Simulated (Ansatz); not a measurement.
Reaction (ligand exchange at the Si–S bond): `N=C([SiH3])S[SiH3]` + `CC(N)O` → `CC(O)N[SiH3]` + `N=C([SiH3])S`

Calculated with Ansatz (gas phase, PBE0-D4/def2-TZVP geometries, no zero-point term in ΔE). CCSD(T)/CBS is the MP2 limit (def2-TZVPP, def2-QZVPP) plus CCSD(T) − MP2 in def2-TZVPP, frozen cores. One conformer a species, not always the lowest.

`N=C([SiH3])S[SiH3]`:

```xyz
12

N     1.140    0.465   -2.231
C     0.589    0.139   -1.139
Si    1.315    0.873    0.448
S    -0.752   -1.052   -1.108
Si   -1.692   -0.896    0.814
H     0.716    0.017   -3.048
H     1.967   -0.213    1.224
H     0.213    1.441    1.269
H     2.285    1.925    0.076
H    -2.702   -1.981    0.773
H    -2.355    0.417    1.005
H    -0.726   -1.134    1.915
```

`CC(N)O`:

Z-matrix (Å, degrees):
```
C
C 1 1.510
H 1 1.090 2 110.4
H 1 1.090 2 110.2 3 121.1
H 1 1.093 2 109.7 3 -119.0
N 2 1.435 1 110.4 3 -179.5
O 2 1.426 1 106.0 3 55.8
H 2 1.098 1 109.8 3 -61.9
H 6 1.012 2 112.1 1 175.4
H 6 1.013 2 110.5 1 -63.8
H 7 0.961 2 108.3 1 -175.5
```

`CC(O)N[SiH3]`:

Z-matrix (Å, degrees):
```
C
C 1 1.511
H 1 1.091 2 110.4
H 1 1.090 2 110.2 3 121.0
H 1 1.093 2 109.6 3 -119.1
O 2 1.418 1 106.2 3 55.3
N 2 1.435 1 112.1 3 179.2
H 2 1.101 1 109.4 3 -62.6
H 6 0.961 2 107.9 1 175.5
Si 7 1.718 2 124.9 1 145.7
H 7 1.009 2 113.3 1 -52.4
H 10 1.495 7 114.3 2 65.2
H 10 1.484 7 107.3 2 -174.8
H 10 1.487 7 109.5 2 -54.4
```

`N=C([SiH3])S`:

Z-matrix (Å, degrees):
```
Si
C 1 1.894
H 1 1.479 2 109.4
H 1 1.487 2 108.5 3 -121.4
H 1 1.486 2 108.3 3 121.3
S 2 1.778 1 118.2 3 169.3
N 2 1.266 1 118.6 3 -12.8
H 6 1.343 2 97.5 1 -6.8
H 7 1.023 2 113.7 1 -178.7
```

```
             species  CCSD(T)/CBS(def2) energy (Eh)
`N=C([SiH3])S[SiH3]`                    -1072.88203
            `CC(N)O`                     -210.19453
      `CC(O)N[SiH3]`                     -500.49140
      `N=C([SiH3])S`                     -782.58321
```

Work out ΔE.

ΔE = (-500.49140) + (-782.58321) − (-1072.88203) − (-210.19453) = 0.00195 Eh = +5.1 kJ/mol.

Largest T1 diagnostic among the species: 0.014.

The D4 term adds +3.9 kJ/mol with B3LYP and +2.0 kJ/mol with PBE0; it sums over pairs of atoms, weighted by their polarisabilities, and B3LYP, whose exchange is more repulsive, gets the larger term. In def2-TZVPP, CCSD(T) changes the Hartree–Fock value by +11.2 kJ/mol (the triples alone add +2.9 kJ/mol) and MP2 by +12.4 kJ/mol.

B3LYP here is the variant with VWN-RPA as its local correlation; programs differ in this.
